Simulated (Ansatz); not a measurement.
Gas-phase reaction R1 + R2 → P1 + P2, each structure at its B3LYP-D3(BJ)/def2-TZVP stationary point, reached from a drawn start (curvature not checked).
P1: Cl atom, charge 0, multiplicity 2.
R1: F atom, charge 0, multiplicity 2.
R2, HCl (SMILES Cl) (charge 0, multiplicity 1):
```xyz
2

Cl     0.0000     0.0000     0.6410
H      0.0000     0.0000    -0.6410
```
P2: HF (SMILES F), charge 0, multiplicity 1.

P less R. No zero-point or thermal terms; singlets are restricted closed shells; open shells are unrestricted; no spin–orbit coupling.

Cores are frozen in the correlated methods. CBS(a, b) extrapolates the correlation energy as X⁻³ and adds the Hartree–Fock energy of set b.

Programs: Ansatz (Gaussian orbitals). All values are computed, each at the level named.

Question: What reaction energy does CAM-B3LYP/def2-TZVPPD give?

Answer: -146 kJ/mol

Question: Give the reaction energy at the level CCSD/aug-cc-pV(Q+d)Z.

Answer: -141 kJ/mol

Question: What is the computed reaction energy (CCSD(T)/CBS(aug-cc-pV(T+d)Z, aug-cc-pV(Q+d)Z))?

Answer: -144 kJ/mol

Ansatz is a quantum-chemistry and plane-wave program.
